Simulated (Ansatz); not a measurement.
A nudged elastic band was laid between two geometries of C3H5ISi (10 atoms, charge 0, multiplicity 1).

Method: Ansatz, RKS PBE-D4/def2-SVP.

```yaml
movable_images: 5
climbing_image: yes
spring: 5.0 eV/Å²
optimiser: quadratic models (default)
start_path: through a guess of the saddle point
force_threshold: 0.05 eV/Å
iteration_limit: 60
end_points: relaxed
```

Initial state:

```xyz
10
Properties=species:S:1:pos:R:3
Si -1.646 -0.302 0.667
C 0.177 0.143 0.864
C 1.029 0.084 -0.143
C 1.832 0.016 -1.178
I 2.139 1.671 -2.480
H -2.002 -1.423 1.607
H -1.902 -0.721 -0.751
H -2.502 0.887 1.018
H 0.546 0.468 1.857
H 2.414 -0.875 -1.459
```

Final state:

```xyz
10
Properties=species:S:1:pos:R:3
Si -1.557 -0.111 0.898
C -0.261 -0.813 -0.289
C 0.896 -0.212 -0.498
C 2.024 0.435 -0.673
I 2.250 1.925 -2.176
H -1.022 -0.084 2.303
H -2.777 -0.990 0.851
H -1.931 1.289 0.495
H -0.476 -1.758 -0.827
H 2.937 0.269 -0.083
```

**Question.** What changes between the two ends?

**Answer.** No bond is made or broken.

**Question.** What energy profile does the band end with?

**Answer.** The run converged. The highest image is number 3 of 0 to 6, 2.21 eV above the first end and 2.17 eV above the last; the last end lies 0.03 eV above the first. A structure lower than the last end lies on the path between it and the top, so the climb from that side starts below the end, which may itself be a saddle point or a shallow side well. Neighbouring images differ by up to 2.0 eV, so the band resolves the path poorly. A vibrational analysis at the climbing image gives one clearly imaginary mode, 2078i cm⁻¹: a first-order saddle point.

```csv
image,path coordinate (Å),energy (eV)
0,0.00,0.00
1,1.18,0.05
2,2.37,0.55
3,3.55,2.21
4,5.32,0.22
5,7.09,0.00
6,8.85,0.03
```

**Question.** What is the geometry of the highest image?

**Answer.** 
```xyz
10
Properties=species:S:1:pos:R:3:forces:R:3
Si -1.580 -0.072 0.576 0.01 -0.01 0.01
C 0.216 -0.588 0.693 -0.02 0.02 0.00
C 1.151 -0.236 -0.172 0.00 -0.01 0.00
C 2.031 0.065 -1.137 0.01 -0.03 -0.01
I 0.913 1.594 -2.165 -0.01 0.01 0.01
H -2.287 -0.764 1.708 0.00 0.00 0.00
H -2.203 -0.480 -0.734 0.01 0.00 0.00
H -1.750 1.418 0.722 -0.01 0.00 0.00
H 0.483 -1.229 1.552 0.00 0.00 -0.01
H 3.110 0.240 -1.040 0.01 0.01 0.00
```

Time of the run: 2.9 min on 2 threads of AMD EPYC 9R45 96-Core Processor (Zen 5) (shared host), peak memory 0.27 GiB.
